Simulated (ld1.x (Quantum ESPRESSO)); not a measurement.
**Scattering properties, ultrasoft potential for As (Z = 33)**

As (Z = 33), ultrasoft, made with ld1.x (Quantum ESPRESSO) 7.5 (PBE, scalar-relativistic). Core [Ne] 3s2, reference 3p6 3d10 4s2 4p3. Waves: 4s (bound): rcut 1.25, rcutus 1.40 bohr; 4s channel at -0.75 Ry: rcut 1.25, rcutus 1.40 bohr; 3p (bound): rcut 0.85, rcutus 1.00 bohr; 4p (bound): rcut 0.85, rcutus 1.00 bohr; 3d (bound): rcut 0.90, rcutus 1.25 bohr; 3d channel at -0.5 Ry: rcut 0.90, rcutus 1.25 bohr. Local part: all-electron potential smoothed inside 0.96 bohr (lloc = -1). Core correction: none. Augmentation charge: PSQ, radius 0.95 bohr.

The phase is arctan(r·u′/u) with u = r·R(r), unwrapped; energies in Ry, scanned from -12 to 5 Ry. A pole is an energy at which the radial function vanishes at the test radius. The pseudo phase is shifted by a multiple of π to meet the all-electron one at the reference energy, and phase errors are pseudo minus all-electron; the curves can meet again beyond the range given. Levels narrower than the energy grid can be missing from the lists of poles.

```csv
channel,radius (bohr),reference energy (Ry),"poles, all-electron","poles, pseudo",unbroken range about the reference energy with phases within 0.05 rad,phase error 1 Ry above the reference energy (rad)
s,1.54,-1.07,none,none,the whole range,-0.000
p,1.54,-0.38,-9.70,-9.70,the whole range,-0.001
d,1.54,-2.99,-2.64,-2.64,below 3.6,-0.000
```

Note: ghost state, extra bound levels that the all-electron valence spectrum of the same l lacks: s at -171.7 eV. A true bound ghost makes a file unfit for plane-wave use.

Phases in the p channel:

```
E (Ry)  all-electron  pseudo
-12.00         1.348   1.348
-11.76         1.343   1.342
-11.52         1.336   1.335
-11.28         1.327   1.327
-11.04         1.316   1.316
-10.80         1.300   1.299
-10.56         1.273   1.272
-10.32         1.215   1.215
-10.08         0.984   0.984
 -9.84        -1.292  -1.291
 -9.60        -1.634  -1.634
 -9.36        -1.703  -1.703
 -9.12        -1.733  -1.733
 -8.88        -1.752  -1.752
 -8.64        -1.765  -1.765
 -8.40        -1.775  -1.775
 -8.16        -1.784  -1.784
 -7.92        -1.791  -1.792
 -7.68        -1.799  -1.799
 -7.44        -1.806  -1.806
 -7.20        -1.812  -1.812
 -6.96        -1.819  -1.819
 -6.72        -1.826  -1.826
 -6.48        -1.832  -1.833
 -6.24        -1.839  -1.840
 -6.00        -1.847  -1.847
 -5.76        -1.854  -1.855
 -5.52        -1.862  -1.863
 -5.28        -1.871  -1.871
 -5.04        -1.879  -1.880
 -4.80        -1.889  -1.889
 -4.56        -1.899  -1.899
 -4.32        -1.910  -1.910
 -4.08        -1.921  -1.922
 -3.84        -1.934  -1.934
 -3.60        -1.948  -1.948
 -3.36        -1.963  -1.963
 -3.12        -1.979  -1.979
 -2.88        -1.997  -1.998
 -2.64        -2.018  -2.018
 -2.40        -2.040  -2.040
 -2.16        -2.066  -2.066
 -1.92        -2.094  -2.095
 -1.68        -2.127  -2.128
 -1.44        -2.165  -2.166
 -1.20        -2.210  -2.210
 -0.96        -2.261  -2.261
 -0.72        -2.323  -2.323
 -0.48        -2.396  -2.396
 -0.24        -2.484  -2.484
  0.00        -2.589  -2.589
  0.24        -2.716  -2.716
  0.48        -2.865  -2.866
  0.72        -3.035  -3.037
  0.96        -3.220  -3.222
  1.20        -3.407  -3.411
  1.44        -3.586  -3.590
  1.68        -3.746  -3.751
  1.92        -3.884  -3.889
  2.16        -4.000  -4.006
  2.40        -4.096  -4.103
  2.64        -4.176  -4.183
  2.88        -4.244  -4.250
  3.12        -4.300  -4.307
  3.36        -4.348  -4.355
  3.60        -4.389  -4.397
  3.84        -4.425  -4.433
  4.08        -4.456  -4.464
  4.32        -4.484  -4.492
  4.56        -4.508  -4.517
  4.80        -4.530  -4.539
```
